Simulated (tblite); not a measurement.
C5H15NSi2.
Geometry (GFN2-xTB, Å), atoms numbered from 1 in this order:
```xyz
23
C5H15NSi2 angstrom
C     -2.062    0.822   -1.741
C     -1.170    0.030   -1.159
N     -0.654    0.174    0.112
Si    -1.232    1.406    1.185
C      0.369   -0.780    0.515
C     -0.211   -2.194    0.630
C      1.597   -0.744   -0.398
Si     2.305    1.007   -0.635
H     -2.473    1.687   -1.254
H     -2.405    0.615   -2.738
H     -0.792   -0.821   -1.709
H     -0.560    1.164    2.460
H     -0.895    2.738    0.674
H     -2.683    1.277    1.352
H      0.696   -0.476    1.514
H     -0.536   -2.567   -0.338
H      0.541   -2.874    1.025
H     -1.067   -2.187    1.302
H      1.351   -1.175   -1.370
H      2.358   -1.393    0.040
H      1.409    1.828   -1.446
H      2.519    1.625    0.675
H      3.591    0.865   -1.325
```

Method: GFN2-xTB as coded in tblite; computed harmonic values from a numerical Hessian at the method's own geometry, unscaled. This tight-binding method is rough: wavenumbers can miss measured ones by several per cent, in bad cases by 10 to 20. Modes of hydrogen on silicon can be 10 to 20 % off. One conformer, not necessarily the lowest.

Harmonic wavenumbers (cm⁻¹): 36.6, 51.9, 71.2, 123.5, 156.1, 173.9, 187.3, 220.8, 240.3, 252.3, 305.9, 417.7, 448.7, 503.8, 518.4, 555.6, 566.3, 613.1, 642.5, 663.0, 757.3, 768.6, 775.9, 787.7, 791.2, 798.7, 802.0, 812.3, 828.2, 935.0, 982.0, 992.4, 1006.8, 1047.1, 1103.7, 1158.0, 1174.1, 1251.5, 1260.4, 1324.7, 1329.9, 1373.1, 1405.1, 1416.0, 1481.0, 1494.5, 1497.0, 1698.0, 2216.9, 2234.3, 2241.8, 2251.4, 2265.1, 2285.8, 2935.1, 2963.4, 2980.7, 3027.6, 3029.8, 3036.3, 3053.2, 3121.0, 3147.8.

A = 1504, B = 1021, C = 910.2 MHz; mass 145.074 u (most abundant isotopes); point group C1, symmetry number 1.

Question: Zero-point energy?

Answer: Half the sum of the wavenumbers: 39296 cm⁻¹ = 112.35 kcal/mol.

Question: Entropy at 350 K, 1 bar (ideal gas, RRHO, classical rotation)?

Answer: Translation 41.65, rotation 30.30, vibration 46.45: S = 118.4 cal/(mol K).

Question: And Cp and H(350 K) − H(0)?

Answer: Cp = 55.19 cal/(mol K), of which vibrations give 47.24 (their classical limit is 63 R = 125.2); H(350 K) − H(0) = 11.19 kcal/mol without the zero-point energy, 8.41 from vibrations.

Question: Which modes carry the vibrational entropy at 350 K?

Answer: 36.6 cm⁻¹: 5.75; 51.9 cm⁻¹: 5.06; 71.2 cm⁻¹: 4.44; 123.5 cm⁻¹: 3.36; 156.1 cm⁻¹: 2.90; 173.9 cm⁻¹: 2.70 cal/(mol K); the other 57 give 22.24 together.

Question: Blend soft modes into free rotors: weight 1/[1 + (100 cm⁻¹/ν̃)⁴] for the oscillator and the rest for a rotor with moment μB/(μ + B), μ = h/(8π²ν), B = 10⁻⁴⁴ kg m². What vibrational entropy results?

Answer: 42.34 cal/(mol K) in place of 46.45, which changes −T·S at 350 K by +1.44 kcal/mol.

Question: What must be added to the electronic energy to get the Gibbs energy at 350 K and 1 bar?

Answer: ZPE + [H(350 K) − H(0)] − T·S = 112.35 + 11.19 − 41.44 = 82.10 kcal/mol.

Hindered rotation and anharmonicity are outside this model. Other conformers, if any are populated, would add a mixing term that is left out. The structure is chiral; the term R ln 2 for an equal mix with its mirror image is left out.
